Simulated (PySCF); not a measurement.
gold atom (Au), doublet (core potentials on Au); M062X/def2-TZVP run with PySCF.

PySCF was given this input:
```python
from pyscf import gto, scf, dft

mol = gto.M(
    atom='''
Au    0.000000    0.000000    0.000000
''',
    basis='def2-tzvp',
    ecp={'Au': 'def2-tzvp'},
    charge=0,
    spin=1,
    verbose=3,
)

mf = dft.ROKS(mol)
mf.xc = 'm062x'
mf.kernel()
mf.analyze()
```

The log (banner, timings and long lists left out):

```
converged SCF energy = -135.603407742063
**** MO energy ****
                Roothaan           | alpha              | beta
MO #1   energy= -4.30253848300104  | -4.30562377901602  | -4.29945318698666  occ= 2
MO #2   energy= -2.44475571590768  | -2.44737401383338  | -2.44213741798199  occ= 2
MO #3   energy= -2.44475568571553  | -2.4473739704444   | -2.44213740098665  occ= 2
MO #4   energy= -2.44475567037673  | -2.44737394818285  | -2.44213739257061  occ= 2
MO #5   energy= -0.372294004055554 | -0.379542017618291 | -0.365045990492978 occ= 2
MO #6   energy= -0.372293995185088 | -0.379542005055911 | -0.365045985314274 occ= 2
MO #7   energy= -0.372293989755371 | -0.379541986227055 | -0.365045993283677 occ= 2
MO #8   energy= -0.372293961512364 | -0.379541934689307 | -0.365045988335487 occ= 2
MO #9   energy= -0.372293958956516 | -0.379541933023877 | -0.365045984889157 occ= 2
MO #10  energy= -0.188312038897946 | -0.270937569840217 | -0.105686511854643 occ= 1
MO #11  energy= 0.0150740699786664 | 0.0241388959964062 | 0.00600924396092315 occ= 0
MO #12  energy= 0.0150741195352797 | 0.0241389472005355 | 0.00600929187002418 occ= 0
MO #13  energy= 0.0150741511996512 | 0.0241389579997186 | 0.00600934439958471 occ= 0
MO #14  energy= 0.168738893372685  | 0.189386317814986  | 0.14809147221533   occ= 0
MO #15  energy= 0.312689204385922  | 0.340075151710176  | 0.285303257061646  occ= 0
MO #16  energy= 0.312689228852464  | 0.340075173123555  | 0.285303284581374  occ= 0
MO #17  energy= 0.312689259312318  | 0.340075139687704  | 0.285303378936934  occ= 0
MO #18  energy= 0.312689352674625  | 0.340075182660786  | 0.285303522688482  occ= 0

WARN: Weak orthogonality for localized orbitals 2.0511895055320194e-09

Dipole moment(X, Y, Z, Debye):  0.00000, -0.00000,  0.00000
```
